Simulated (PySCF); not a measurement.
5-methylidene-2H-1,3-oxazole (C4H5NO), SMILES C1N=CC(O1)=C.

Geometry optimised at ωB97X-D3(BJ)/def2-SVP. One conformer was computed; it need not be the lowest.

The numbers are results of TDA-B3LYP/def2-SVPD (PySCF), not measurements.

Vertical excitations.  State labels are in the subgroup Cs.

### Question
List the lowest excited states. (Estimate from the structure and the level; the computed values follow.)

### Answer

```tsv
state	symmetry	energy (eV)	λ (nm)	f	main pairs
S1	A'	4.92	252	0.265	HOMO→LUMO 88 %
S2	A"	5.30	234	0.005	HOMO−1→LUMO 99 %
S3	A"	6.10	203	0.027	HOMO→LUMO+1 98 %
S4	A"	6.72	185	0.000	HOMO→LUMO+2 98 %
S5	A"	7.24	171	0.010	HOMO→LUMO+4 97 %
S6	A'	7.34	169	0.240	HOMO→LUMO+3 76 %
S7	A"	7.40	167	0.001	HOMO−3→LUMO 98 %
S8	A"	7.56	164	0.000	HOMO→LUMO+5 96 %
S9	A'	7.75	160	0.111	HOMO−2→LUMO 62 %, HOMO−1→LUMO+1 17 %
S10	A"	7.76	160	0.002	HOMO→LUMO+6 93 %
T1	A'	3.04	407	0	HOMO→LUMO 94 %
T2	A"	4.45	278	0	HOMO−1→LUMO 97 %
T3	A'	5.16	240	0	HOMO−2→LUMO 77 %, HOMO→LUMO+3 16 %
T4	A"	5.99	207	0	HOMO→LUMO+1 96 %
```
Triplets are in the Tamm–Dancoff approximation.
